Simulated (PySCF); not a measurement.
Excitations are Tamm–Dancoff values on a coarser integration grid. The basis has no diffuse functions, so Rydberg states are missing or too high.

# H9GaSi3, SMILES `[SiH3][Ga]([SiH3])[SiH3]` (charge 0, multiplicity 1)

Computed with PBE-D3(BJ)/def2-TZVP // B3LYP-D3(BJ)/def2-TZVP in PySCF.

```
Item                                           Result
----------------------  -----------------------------
HOMO                                         -6.27 eV
dipole moment                                  0.06 D
LUMO                                         -3.36 eV
HOMO–LUMO gap                                 2.92 eV
S1 excitation (TDA)                           3.15 eV
S1 oscillator strength                          0.000
T1 excitation (TDA)                           2.64 eV
S1–T1 gap (TDA)                               0.51 eV
total energy                            -2798.0018 Ha
cost                    very roughly 100 core-seconds
```

Bonded distances (Å): Si1–Ga2 2.430, Si1–H5 1.485, Si1–H6 1.485, Si1–H7 1.489, Ga2–Si3 2.430, Ga2–Si4 2.430, Si3–H8 1.485, Si3–H9 1.489, Si3–H10 1.485, Si4–H11 1.485, Si4–H12 1.489, Si4–H13 1.485. Angles (°): Ga2–Si1–H5 112.5, Ga2–Si1–H6 113.0, Ga2–Si1–H7 107.9, H5–Si1–H6 108.2, H5–Si1–H7 107.5, H6–Si1–H7 107.6, Si1–Ga2–Si3 120.0, Si1–Ga2–Si4 120.2, Si3–Ga2–Si4 119.8, Ga2–Si3–H8 112.9, Ga2–Si3–H9 107.9, Ga2–Si3–H10 112.4, H8–Si3–H9 107.6, H8–Si3–H10 108.2, H9–Si3–H10 107.5, Ga2–Si4–H11 112.2, Ga2–Si4–H12 108.1, Ga2–Si4–H13 113.0, H11–Si4–H12 107.5, H11–Si4–H13 108.2, H12–Si4–H13 107.6.
